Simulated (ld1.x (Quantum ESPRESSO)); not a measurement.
## Al: one change to a TM potential, before and after

aluminium, norm-conserving Troullier–Martins (Kleinman–Bylander form), made with ld1.x (Quantum ESPRESSO) 7.5 (PBEsol, scalar-relativistic). Core [Ne], reference 3s1.5 3p1.5. Waves: 3s (bound): rc 1.55 bohr; 3d channel at 0.2 Ry: rc 1.70 bohr; 3p (bound): rc 1.75 bohr. Local part: the p channel. Core correction: Bessel-smoothed model core, default radius (core density twice the valence density).

Change: all radii but the core radius scaled by about 1.28 (s 1.98, p 2.24, d 2.18 bohr).

Cutoffs: the cutoffs (Ry, on a coarse ladder) from which the occupation-weighted sum of valence levels, in a spherical-Bessel basis at the reference potential, stays within 10 and 1 mRy of its value at 400 Ry; they do not see the model core or the augmentation charge, which bear on the density cutoff. Errors are all-electron minus pseudo energies relative to the spin-unpolarised reference configuration.

**Question.** Predict the effect on cutoff, ghosts and configuration errors.

**Answer.** The potential gets softer (25 Ry and 50 Ry → 10 Ry and 25 Ry); of the 7 tests that both files solve, the error grows in 5 and shrinks in 1 by more than 15 % and 0.3 meV (median size 0.3 → 0.9 meV); neither file shows a bound ghost. A larger radius leaves more room for a smooth pseudo-wave, so fewer plane waves are needed.

```csv
quantity,base,changed
"cutoff, loose",25 Ry,10 Ry
"cutoff, tight",50 Ry,25 Ry
loose cutoff by channel (10 mRy a level),"s 10 Ry, p 6 Ry","s 8 Ry, p 6 Ry"
bound ghosts,none,none
"error for 3s2 3p1, meV [ΔE -2.54 eV]",-0.2,-0.6
"error for 3s2 3p0, meV [ΔE 3.20 eV]",+0.1,-0.9
"error for 3s1 3p0, meV [ΔE 22.37 eV]",+4.7,+7.1
"error for 3s0 3p3, meV [ΔE 7.87 eV]",-2.2,-7.1
"error for 3s1 3p2, meV [ΔE 2.58 eV]",-0.3,-0.8
"error for 3s1 3p1, meV [ΔE 8.99 eV]",+2.1,+1.2
"error for 3s2 3p1.3, meV [ΔE -3.10 eV]",+0.1,-0.3
```
